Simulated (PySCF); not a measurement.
NMR problem set

PySCF 2.14 calculation with GFN2-xTB structure, NMR shieldings at PBE0/pcSseg-1/GIAO and couplings computed with B3LYP/pcJ-1 (spin–dipole term left out of most H,H and C,H couplings); a single conformation, fast rotation and ring inversion assumed for equivalent nuclei, non-relativistic Hamiltonian, isolated molecule.

δ = σ(ref) − σ, references computed at the same level: TMS for 1H, 13C. Multiplet labels drop J under 1 Hz and among equivalent protons, and merge close values. Unscaled 3J(H,H) run several per cent high. Splittings of carbon signals by F and P are missing where no couplings were computed. Where no couplings were computed, multiplicities follow the n + 1 count of equivalent neighbours, and m marks all less simple cases (inequivalent or close neighbours, rings, F or P nearby). Shifts are as computed. Against solution values, carbons near 30 ppm lie about +3 ppm off and those near 130 ppm about +5 ppm. Of 1211 compounds with measured shifts, 218 miss one by over three times the rms of a fit or turn the order of signals round; such compounds aren't used in these exercises. OH and NH positions are gas-phase values without hydrogen bonding to other molecules.

Question: C3H6O. 1H NMR (400 MHz, computed): δ 3.37 (tt, J = 7.4, 3.6 Hz, 1H), 0.49 (m, 2H), 0.15 (m, 2H), -0.91 (br s, 1H). 13C{1H} NMR (computed): δ 50.9 (CH), 8.1 (CH2). Give a structure.

Answer: cyclopropanol (OC1CC1). The formula gives 1 degree of unsaturation (1 ring in the answer). 2 carbon signals for 3 carbons: some carbons are equivalent by symmetry or fast rotation. Carbon types of the structure: 1 × CH, 2 × CH2, leaving 1 H on heteroatoms. δC 50.9, 8.1: three-membered-ring carbon. δH 3.37, 0.49, 0.15: hydrogen on a three-membered-ring carbon. δH -0.91: hydrogen on an alcohol oxygen; exchangeable, gas-phase position.

Question: C5H7F3OSi. 1H NMR (400 MHz, computed): δ 6.96 (m, 1H), 5.47 (m, 1H), 4.04 (s, 3H), 1.76 (m, 1H), 1.63 (m, 1H). 13C{1H} NMR (computed): δ 178.1, 137.0, 113.8, 54.8, 12.1. Identify the compound.

Answer: SMILES FC(C1=C(F)[Si@H](OC)C1)F. The formula gives 2 degrees of unsaturation (1 ring in the answer). 5 carbon signals for 5 carbons: no two carbons are equivalent. Carbon types of the structure: 2 × C, 1 × CH, 1 × CH2, 1 × CH3, leaving 1 H on heteroatoms. δC 178.1, 137.0: fully substituted alkene carbon. δC 113.8: allylic sp3 CH bonded to 2 F; 2 electronegative neighbours deshield it. δH 6.96: hydrogen on an allylic sp3 CH bonded to 2 F; its carbon carries F, which withdraws density. δH 1.76, 1.63: hydrogen on an allylic sp3 CH2 bonded to Si; allylic position.

The shifts were computed for this structure.

Question: C6H11OPSi. 1H NMR (400 MHz, computed): δ 9.12 (m, 1H), 8.02 (m, 1H), 0.33 (s, 9H). 13C{1H} NMR (computed): δ 191.2 (CH), 156.6 (CH), 142.8 (C), 0.9 (CH3). What is it?

Answer: `C[Si](C)(C)c1cocp1`. 4 carbon signals for 6 carbons: some carbons are equivalent by symmetry or fast rotation. Carbon types of the structure: 1 × C, 2 × CH, 3 × CH3, which accounts for all hydrogens. δC 191.2, 156.6: aromatic CH next to the ring oxygen. δC 142.8: substituted aromatic carbon. δC 0.9: methyl carbon bonded to Si; an electropositive neighbour leaves it electron-rich and shielded. δH 9.12, 8.02: hydrogen on an aromatic CH next to the ring oxygen; it sits in the deshielding region of the aromatic ring current.

The shifts were computed for this structure.
